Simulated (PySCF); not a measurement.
Isomers of C3H10OSSi2. Method: PySCF, TDDFT B3LYP/def2-SVPD, vertical, gas phase, core orbitals frozen in the response. Geometries: GFN2-xTB; one conformer of each isolated species. Triplets are in the Tamm–Dancoff approximation.

A. `C=CC[Si@@H](O)[SiH2]S`
B. `[SiH3]C(=O)CSC[SiH3]`
C. `CC(=S)O[SiH2]C[SiH3]`

Lowest singlet levels (six at most, fewer where fewer were computed) with oscillator strengths:

1. 359 nm (f 0.002); 287 nm (f 0.024); 227 nm (f 0.002); 215 nm (f 0.004); 205 nm (f 0.007); 203 nm (f 0.005); T1 2.85 eV
2. 246 nm (f 0.006); 224 nm (f 0.047); 212 nm (f 0.006); 208 nm (f 0.011); 207 nm (f 0.002); 199 nm (f 0.257); T1 4.31 eV
3. 375 nm (f 0.000); 229 nm (f 0.045); 221 nm (f 0.105); 211 nm (f 0.137); 207 nm (f 0.001); 196 nm (f 0.020); T1 2.95 eV

Task: Which spectrum belongs to which structure?

Result: 1 = B, 2 = A, 3 = C.
- A: S1 at 5.04 eV, HOMO→LUMO (97%); Löwdin shares by element: HOMO sulfur 75%, silicon 11% or more, hydrogen 7% or more; LUMO silicon 42%, sulfur 15%, oxygen 6% (atoms not listed hold the other 37%); HOMO -6.93 and LUMO -0.95 eV.
- B: S1 at 3.45 eV, HOMO→LUMO (74%), HOMO-1→LUMO (24%); Löwdin shares by element: HOMO sulfur 32%, oxygen 26%, carbon 20% or more (atoms not listed hold the other 22%); LUMO carbon 36% or more, oxygen 32%, silicon 8% or more, sulfur 8% (atoms not listed hold the other 16%); HOMO -6.64 and LUMO -1.69 eV.
- C: S1 at 3.31 eV, HOMO→LUMO (100%); S1 has the pattern of n→π* at C=S; HOMO -6.40 and LUMO -1.71 eV.
B and C have S1 within 0.15 eV of each other; their strongest listed levels stand at 4.32 eV (f 0.024) and 5.88 eV (f 0.137).
